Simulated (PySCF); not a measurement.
CHOS (SMILES [OH+]=C=S), charge +1, singlet, at a GFN2-xTB geometry. Base run: PySCF with PBE/def2-SVP.

Here is a job for PySCF.
```python
from pyscf import gto, scf, dft

mol = gto.Mole()
mol.atom = '''
    O    -0.051685    0.007582   -1.622180
    C     0.028890   -0.021204   -0.402282
    S    -0.022332    0.026657    1.103045
    H     0.597450   -0.359945   -2.257586
'''
mol.basis = 'def2-svp'
mol.charge = 1
mol.spin = 0
mol.verbose = 4
mol.build()

mf = dft.RKS(mol)
mf.xc = 'pbe'
mf.kernel()
mf.analyze()
```

The base run was repeated with changes; each row names its change, and settings that it needs were set with it.

| change | ΔE vs base (mEh) | fitting functions |
|---|---|---|
| base | 0.000 | - |
| auxbasis = even-tempered beta=3.0 | ___ | ___ |
| auxbasis = cc-pvdz-jkfit | -0.084 | 275 |
| auxbasis = def2-universal-jkfit | -0.038 | 298 |
| auxbasis = even-tempered beta=2.0 | -0.038 | 431 |
| auxbasis = def2-tzvp-ri | ___ | ___ |
| auxbasis = def2-universal-jfit | -0.139 | 160 |
| auxbasis = def2-svp-ri | ___ | ___ |
| auxbasis = even-tempered beta=1.6 | -0.001 | 632 |
| auxbasis = default (with mf = mf.density_fit()) | -0.139 | 160 |

Task: Complete the blanks.

Result: 
- auxbasis = even-tempered beta=3.0, ΔE vs base (mEh): -1.260
- auxbasis = even-tempered beta=3.0, fitting functions: 292
- auxbasis = def2-tzvp-ri, ΔE vs base (mEh): -14.904
- auxbasis = def2-tzvp-ri, fitting functions: 280
- auxbasis = def2-svp-ri, ΔE vs base (mEh): -644.4
- auxbasis = def2-svp-ri, fitting functions: 172

A fitting set is made for a task (jfit for Coulomb, jkfit for Coulomb and exchange, ri for correlation) and for a family of orbital bases.
